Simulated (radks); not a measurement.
Mo+, configuration [Kr] 4d5. All-electron calculation, scalar-relativistic Kohn-Sham, SCAN, spin-unpolarised, spherical densities, finite nucleus; meta-GGA in the generalised Kohn-Sham scheme; Fermi nuclear charge, rms radius 4.4091 fm. Program: a radial shooting solver on a logarithmic mesh with Libxc functionals.

Normalised radial functions P(r) = r R(r), r in bohr:

r,2p,3d
0.003583,0.0288,0.0001
0.004703,0.0469,0.0002
0.006223,0.0773,0.0004
0.008168,0.1248,0.0009
0.01072,0.1996,0.0020
0.01419,0.3191,0.0042
0.01862,0.4935,0.0089
0.02444,0.7437,0.0184
0.03208,1.0824,0.0373
0.04245,1.5197,0.0750
0.05572,1.9897,0.1422
0.07313,2.4132,0.2577
0.09676,2.6558,0.4469
0.127,2.5617,0.7087
0.1667,2.0990,1.0294
0.2188,1.3995,1.3441
0.2895,0.7002,1.5474
0.38,0.2572,1.5220
0.4988,0.0621,1.2506
0.66,0.0081,0.8188
0.8663,0.0006,0.4203
1.137,0.0000,0.1595
1.493,0.0000,0.0421
1.975,0.0000,0.0063
2.592,0.0000,0.0006
3.402,0.0000,0.0000
4.502,0.0000,0.0000
5.909,0.0000,0.0000

2p: eigenvalue -2523.8 eV, 0 radial nodes, <r> = 0.134 bohr, 90 % of the charge inside 0.218 bohr. 3d: eigenvalue -230.28 eV, 0 radial nodes, <r> = 0.415 bohr, 90 % of the charge inside 0.663 bohr.
